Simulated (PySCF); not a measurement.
## Vibration and rotation of CsO

UHF constants of CsO, ²Σ⁺ (doublet), unpaired electrons σ ↑ (Cs x2c-TZVPPall, O x2c-TZVPPall; spin-free X2C with a Gaussian nucleus (PySCF 2.14); masses 132.9054 and 15.9949 u):

| Item | Value |
| --- | --- |
| ωe | 348.6 cm⁻¹ |
| ωexe | 1.69 cm⁻¹ |
| Be | 0.20369 cm⁻¹ |
| αe | 0.00131 cm⁻¹ |
| De to Cs + O | 1.21 eV |

Question: What force constant and bond length do these constants imply?

Answer: Reduced mass μred = 14.277 u; k = 5.8918×10⁻⁷·μred·ωe² (u, cm⁻¹, mdyn/Å) = 1.02 mdyn/Å; Re = √(16.8576/(μred·Be)) (u, cm⁻¹, Å) = 2.408 Å.

Question: Estimate the centrifugal constant D from the Kratzer relation and find the Dunham coefficient a1.

Answer: D = 4Be³/ωe² = 2.78e-07 cm⁻¹; a1 = −1 − αeωe/(6Be²) = -2.83.

Spin–orbit coupling is left out, which matters for elements this heavy, above all for dissociation energies. Hartree–Fock leaves out correlation, which carries a large part of most bond energies and some tenths to 1 eV of ionisation energies. The state is the lowest determinant that a PBE0 search found; another state may lie lower at other levels.
